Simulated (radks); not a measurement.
All-electron atom: the gadolinium ion Gd19+ in [Kr] 4d8 5s1 (not the ground configuration). Method: scalar-relativistic Kohn-Sham, PBE, spin-polarised, spherical densities, point nucleus; open shells are filled with parallel spins first (spin-orbit coupling, left out, can overturn this in heavy ions); computed with a radial shooting solver on a logarithmic mesh with Libxc functionals. Some entries of the table are withheld. Estimate them.

orbital,occ.,eigenvalue (hartree),<r^2> (bohr^2)
1s up,1,-1859.674,0.0006547
1s down,1,-1859.665,0.0006547
2s up,1,-322.4864,0.01028
2s down,1,-322.4297,0.01028
2p up,3,-288.9748,0.008285
2p down,3,-288.9289,0.008284
3s up,1,-85.78286,0.06791
3s down,1,-85.75182,0.06787
3p up,3,-75.40397,0.06800
3p down,3,-75.36968,0.06795
3d up,5,-61.75652,0.05699
3d down,5,-61.70742,0.05696
4s up,1,-30.64102,0.3155
4s down,1,-30.49431,0.3154
4p up,3,-27.03994,(1)
4p down,3,-26.89296,(2)
4d up,5,(3),(4)
4d down,3,(5),(6)
5s up,1,-14.92954,1.123
5s down,0,-14.79445,1.124

Answer. 
(1) 4p up <r^2> (bohr^2): 0.3441
(2) 4p down <r^2> (bohr^2): 0.3440
(3) 4d up eigenvalue (hartree): -22.07960
(4) 4d up <r^2> (bohr^2): 0.3750
(5) 4d down eigenvalue (hartree): -21.93142
(6) 4d down <r^2> (bohr^2): 0.3748
